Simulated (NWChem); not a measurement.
# C$_{3}$H$_{9}$OSi, doublet; SMILES C[Si](C)(C)[O]

Program: NWChem. Spin-unrestricted. The radical's symmetric form is orbitally degenerate, so geometry and low modes hang on which distorted state is reached. Geometry: optimised at PBE0/def2-SVP, spin-unrestricted. No stability test was run on the SCF state. Level: B3LYP/def2-SVP with SMD (1 M gas to 1 M solution), gas-phase geometry. Reactions with the solvent are ignored.

| solvent | dielectric constant | solvation free energy (kcal/mol) | cavity-dispersion-structure term (kcal/mol) | dipole in solution (D) |
|---|---|---|---|---|
| water | 78.4 | -1.2 | 4.2 | 3.33 |
| chlorobenzene | 5.70 | -3.3 | -0.5 | 2.78 |
| ethylene glycol | 40.2 | ___ | ___ | 3.30 |
| 1-propanol | 20.5 | -3.4 | 1.5 | 3.21 |
| 2-propanol | 19.3 | -3.6 | 1.1 | 3.17 |
| dimethyl sulfoxide | 46.8 | -2.4 | 0.9 | 2.91 |
| acetone | 20.5 | -3.7 | -0.4 | 2.91 |

Problem. What belongs in the gaps?

Solution. 
- ethylene glycol, solvation free energy (kcal/mol): -0.6
- ethylene glycol, cavity-dispersion-structure term (kcal/mol): 4.7
